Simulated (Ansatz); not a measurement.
```json
{"atom": "B", "x (Å)": "0.0000", "y (Å)": "0.0000", "z (Å)": "-0.9887"}
{"atom": "N", "x (Å)": "0.0000", "y (Å)": "0.0000", "z (Å)": "0.7771"}
{"atom": "H", "x (Å)": "0.0000", "y (Å)": "-1.2747", "z (Å)": "-1.3412"}
{"atom": "H", "x (Å)": "-1.1039", "y (Å)": "0.6373", "z (Å)": "-1.3412"}
{"atom": "H", "x (Å)": "1.1039", "y (Å)": "0.6373", "z (Å)": "-1.3412"}
{"atom": "H", "x (Å)": "0.0000", "y (Å)": "1.0275", "z (Å)": "1.1758"}
{"atom": "H", "x (Å)": "-0.8899", "y (Å)": "-0.5138", "z (Å)": "1.1758"}
{"atom": "H", "x (Å)": "0.8899", "y (Å)": "-0.5138", "z (Å)": "1.1758"}
```

Basis set: 6-31G* (spherical functions). Correlated methods keep 2 orbitals frozen. Charge 0, multiplicity 1.

Computed with Ansatz (development build ahead of 0.2.0); each method stands on the lowest determinant of its kind that the runs found. Restricted open shells among the atoms or ions are ROHF, correlated in semicanonical orbitals with singles.

Problem. Give the atomization energy at this shape (free ground-state atoms in the same class of orbitals less the molecule, no zero-point energy) of singlet BNH6 by RHF-MP2, RHF.

Solution.

```csv
method,atomization energy
RHF-MP2,525.17 kcal/mol
RHF,427.66 kcal/mol
```

Caution: no unrestricted run beside it, a lower state can exist; the shape is not the minimum.
